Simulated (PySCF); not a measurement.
Several compounds and their computed core spectra got separated.

Method used: delta-SCF UKS SCAN, pcX-2 on the ionised atom, pcseg-1 elsewhere, spin-free X2C (PySCF). Geometries: PBE0-D3(BJ)/def2-SVP; isolated species, one conformer each.

Line lists (1s up to Mg, 2p3/2 beyond, nothing for Br or Ge; areas count atoms within a level, one atom standing for each set equivalent by bonding):
1. C 1s: 290.12 (area 1), 290.67 (area 1), 290.79 (area 1) eV; N 1s: 404.65 eV
2. C 1s: 291.28 (area 1), 292.77 (area 1), 292.87 (area 1), 294.62 (area 1), 294.70 (area 1) eV; O 1s: 537.71 (area 1), 537.90 (area 1), 539.53 (area 1), 539.75 (area 1) eV
3. N 1s: 404.54 eV; Si 2p3/2: 105.85 (area 2), 105.88 (area 2), 106.18 (area 1) eV
4. C 1s: 292.04 eV; O 1s: 538.74 eV; Si 2p3/2: 107.66 eV; Cl 2p3/2: 206.29 eV

Structures:
A. `C=C[CH2][Ge@H]([NH2])[Br]`
B. `O[SiH2]CCl`
C. `N[SiH]1[SiH2][SiH2][SiH2][SiH2]1`
D. `O=C(COC(=O)C)OC`

Problem. Match each list to its structure.

Solution. 
- 1 = A: no other candidate has this set of levels. C 1s: 290.12 terminal =CH2 carbon, 290.67 sp3 carbon bound to germanium, 290.79 alkene CH carbon; N 1s: 404.65 nitrogen bonded to Ge and 2 H.
- 2 = D: no other candidate has this set of levels. C 1s: 291.28 methyl carbon next to a carbonyl, 292.77 methoxy carbon, 292.87 sp3 carbon bound to oxygen, 294.62 ester carbonyl carbon, 294.70 ester carbonyl carbon; O 1s: 537.71 ester carbonyl oxygen, 537.90 ester carbonyl oxygen, 539.53 ester single-bonded oxygen, 539.75 ester single-bonded oxygen.
- 3 = C: no other candidate has this set of levels. N 1s: 404.54 silicon-bound nitrogen; Si 2p3/2: 105.85 SiH2 silicon (×2), 105.88 SiH2 silicon (×2), 106.18 SiH silicon.
- 4 = B: no other candidate has this set of levels. C 1s: 292.04 sp3 C–Cl carbon; O 1s: 538.74 silanol oxygen; Si 2p3/2: 107.66 oxygen-bound silicon; Cl 2p3/2: 206.29 alkyl chlorine.

2p3/2 and 2p1/2 are the ΔSCF energy of one spin-free 2p hole plus the eigenvalues of a spin–orbit and ligand-field matrix of the shell.
